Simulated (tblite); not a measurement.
Compound: C8H12PS (charge -1).
Z-matrix (Å and degrees, GFN2-xTB geometry), rows numbered from 1:
```
C 
C   1  1.5315
C   2  1.5280  1  108.23
C   2  1.5280  1  108.23  3   120.11
P   2  1.9087  1  105.02  3  -119.93
C   5  1.7726  2  105.50  1   180.00
C   6  1.4353  5  115.62  2  -179.99
C   7  1.3453  6  114.66  5   179.98
S   8  1.7303  7  111.95  6     0.01
C   6  1.3727  5  134.33  2     0.01
H   1  1.0932  2  110.79  3   -60.04
H   1  1.0889  2  110.12  3   179.40
H   1  1.0889  2  110.11  3    60.50
H   3  1.0859  2  111.03  1  -177.94
H   3  1.0945  2  110.61  1    61.20
H   3  1.0889  2  109.75  1   -58.77
H   4  1.0945  2  110.60  1   -61.21
H   4  1.0889  2  109.77  1    58.76
H   4  1.0859  2  111.05  1   177.95
H   7  1.0783  6  121.65  5    -0.01
H   8  1.0752  7  129.28  6   179.99
H  10  1.0706  6  131.19  5    -0.03
```

Computed geometry: GFN2-xTB, gas phase.

Masses are those of the commonest isotopes; rigid-rotor values at the optimised geometry. The values belong to one conformer with, in the numbering `[CH3:1][C:2]([CH3:3])([CH3:4])[P-:5][c:6]1[cH:7][cH:8][s:9][cH:10]1`, C2–P5–C6–C7 180°.

Question: Give the principal moments of inertia and the rotational constants in cm⁻¹.

Answer: Ia = 227.40, Ib = 914.86, Ic = 1031.28 u·Å²; 505379 MHz·u·Å²/I gives 2222, 552.4 and 490.1 MHz, that is A = 0.07413, B = 0.01843, C = 0.01635 cm⁻¹.

Question: Classify the top.

Answer: A near-prolate asymmetric top: κ = (2 × 552.4 − 2222 − 490.1)/(2222 − 490.1) = -0.93.

Question: What does the inertial defect say?

Answer: Not planar: Δ = Ic − Ia − Ib = -110.98 u·Å². For a rigid frame Δ = −2 Σ m c², so Σ m c² = 55.49 u·Å² lies off the ab plane: 17.53 from hydrogen and 37.96 from heavier atoms. The atom farthest from that plane is 2.14 Å away.

Question: Give the other two planar moments, Paa and Pbb, and the rms extents of the mass along the axes.

Answer: Paa = Σ m a² = (Ib + Ic − Ia)/2 = 859.36 and Pbb = Σ m b² = (Ia + Ic − Ib)/2 = 171.91 u·Å². With the mass M = 171.04 u, the rms extents √(P/M) along a, b and c are 2.24, 1.00, 0.57 Å.

Question: Give the coordinates in the principal-axis frame, origin at the centre of mass.

Answer: The sense of each axis is arbitrary; atoms in the order of the calculation.
```
atom  mass (u)   a (Å)   b (Å)   c (Å)
  C1    12.000  -3.597  -0.358   0.000
  C2    12.000  -2.204   0.278   0.000
  C3    12.000  -2.070   1.135  -1.258
  C4    12.000  -2.070   1.136   1.257
  P5    30.974  -0.988  -1.193   0.000
  C6    12.000   0.631  -0.470   0.000
  C7    12.000   1.725  -1.399   0.000
  C8    12.000   2.944  -0.830   0.000
  S9    31.972   2.851   0.898   0.000
 C10    12.000   1.106   0.817   0.000
 H11     1.008  -4.374   0.410  -0.001
 H12     1.008  -3.722  -0.986   0.880
 H13     1.008  -3.721  -0.987  -0.881
 H14     1.008  -1.082   1.581  -1.322
 H15     1.008  -2.818   1.934  -1.261
 H16     1.008  -2.215   0.516  -2.142
 H17     1.008  -2.818   1.935   1.259
 H18     1.008  -2.217   0.518   2.142
 H19     1.008  -1.083   1.582   1.322
 H20     1.008   1.563  -2.465   0.000
 H21     1.008   3.913  -1.296   0.000
 H22     1.008   0.594   1.758   0.000
```

Question: Estimate the classical rotational partition function at 10 K, 50 K and 100 K.

Answer: Point group Cs, symmetry number σ = 1; q = (√π/σ)·√((kT/h)³/(ABC)), k/h = 20836.6 MHz/K: 6870 at 10 K, 76800 at 50 K, 217000 at 100 K.

Its GFN2-xTB frequencies are all real (lowest 46 cm⁻¹). Zero-point vibration and centrifugal distortion are left out.
